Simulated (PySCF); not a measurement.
C₂H₅FO₂Si, SMILES O=CC[Si@H](O)F.

The structure is a stationary point at PBE-D3(BJ)/def2-SVP. The structure was generated by enumeration; whether it is a known compound was not checked. Other conformers were not sampled.

Level of theory: PBE-D3(BJ)/def2-SVP run with PySCF.

Frequencies are harmonic and unscaled.

Computed harmonic wavenumbers and intensities:
```json
[
 {"mode": "1", "ν (cm⁻¹)": "73", "IR (km/mol)": "1.7", "moving atoms (share of kinetic energy)": "O 41 %, F 39 %, C 13 %"},
 {"mode": "2", "ν (cm⁻¹)": "133", "IR (km/mol)": "17.7", "moving atoms (share of kinetic energy)": "H 41 %, C 32 %, O 21 %"},
 {"mode": "3", "ν (cm⁻¹)": "197", "IR (km/mol)": "4.2", "moving atoms (share of kinetic energy)": "O 57 %, C 14 %, H 13 %, F 12 %"},
 {"mode": "4", "ν (cm⁻¹)": "218", "IR (km/mol)": "4.0", "moving atoms (share of kinetic energy)": "O 41 %, H 23 %, C 15 %, F 14 %"},
 {"mode": "5", "ν (cm⁻¹)": "283", "IR (km/mol)": "9.9", "moving atoms (share of kinetic energy)": "O 41 %, F 28 %, Si 15 %, C 10 %"},
 {"mode": "6", "ν (cm⁻¹)": "362", "IR (km/mol)": "30.2", "moving atoms (share of kinetic energy)": "Si 43 %, O 29 %, F 14 %, H 9 %"},
 {"mode": "7", "ν (cm⁻¹)": "541", "IR (km/mol)": "0.9", "moving atoms (share of kinetic energy)": "H 41 %, C 31 %, O 17 %, Si 10 %"},
 {"mode": "8", "ν (cm⁻¹)": "595", "IR (km/mol)": "12.0", "moving atoms (share of kinetic energy)": "H 46 %, C 37 %, Si 12 %"},
 {"mode": "9", "ν (cm⁻¹)": "613", "IR (km/mol)": "54.5", "moving atoms (share of kinetic energy)": "H 81 %, C 12 %"},
 {"mode": "10", "ν (cm⁻¹)": "736", "IR (km/mol)": "36.2", "moving atoms (share of kinetic energy)": "H 72 %, C 16 %"},
 {"mode": "11", "ν (cm⁻¹)": "765", "IR (km/mol)": "110.4", "moving atoms (share of kinetic energy)": "H 60 %, C 23 %, O 9 %"},
 {"mode": "12", "ν (cm⁻¹)": "823", "IR (km/mol)": "85.8", "moving atoms (share of kinetic energy)": "F 41 %, Si 24 %, H 23 %, O 9 %"},
 {"mode": "13", "ν (cm⁻¹)": "846", "IR (km/mol)": "27.7", "moving atoms (share of kinetic energy)": "H 69 %, O 18 %, C 9 %"},
 {"mode": "14", "ν (cm⁻¹)": "905", "IR (km/mol)": "25.0", "moving atoms (share of kinetic energy)": "H 63 %, C 20 %, Si 9 %"},
 {"mode": "15", "ν (cm⁻¹)": "947", "IR (km/mol)": "75.2", "moving atoms (share of kinetic energy)": "H 34 %, C 29 %, O 19 %, Si 16 %"},
 {"mode": "16", "ν (cm⁻¹)": "965", "IR (km/mol)": "180.7", "moving atoms (share of kinetic energy)": "Si 31 %, H 24 %, C 20 %, O 15 %, F 9 %"},
 {"mode": "17", "ν (cm⁻¹)": "1025", "IR (km/mol)": "205.6", "moving atoms (share of kinetic energy)": "H 86 %"},
 {"mode": "18", "ν (cm⁻¹)": "1098", "IR (km/mol)": "19.8", "moving atoms (share of kinetic energy)": "H 63 %, C 35 %"},
 {"mode": "19", "ν (cm⁻¹)": "1158", "IR (km/mol)": "115.8", "moving atoms (share of kinetic energy)": "H 56 %, C 41 %"},
 {"mode": "20", "ν (cm⁻¹)": "1352", "IR (km/mol)": "10.6", "moving atoms (share of kinetic energy)": "H 90 %"},
 {"mode": "21", "ν (cm⁻¹)": "1368", "IR (km/mol)": "18.5", "moving atoms (share of kinetic energy)": "H 81 %, C 15 %"},
 {"mode": "22", "ν (cm⁻¹)": "1731", "IR (km/mol)": "155.1", "moving atoms (share of kinetic energy)": "C 61 %, O 37 %"},
 {"mode": "23", "ν (cm⁻¹)": "2236", "IR (km/mol)": "125.2", "moving atoms (share of kinetic energy)": "H 97 %"},
 {"mode": "24", "ν (cm⁻¹)": "2844", "IR (km/mol)": "115.1", "moving atoms (share of kinetic energy)": "H 92 %"},
 {"mode": "25", "ν (cm⁻¹)": "2983", "IR (km/mol)": "1.4", "moving atoms (share of kinetic energy)": "H 94 %"},
 {"mode": "26", "ν (cm⁻¹)": "3073", "IR (km/mol)": "2.7", "moving atoms (share of kinetic energy)": "H 91 %, C 9 %"},
 {"mode": "27", "ν (cm⁻¹)": "3478", "IR (km/mol)": "243.4", "moving atoms (share of kinetic energy)": "H 94 %"}
]
```
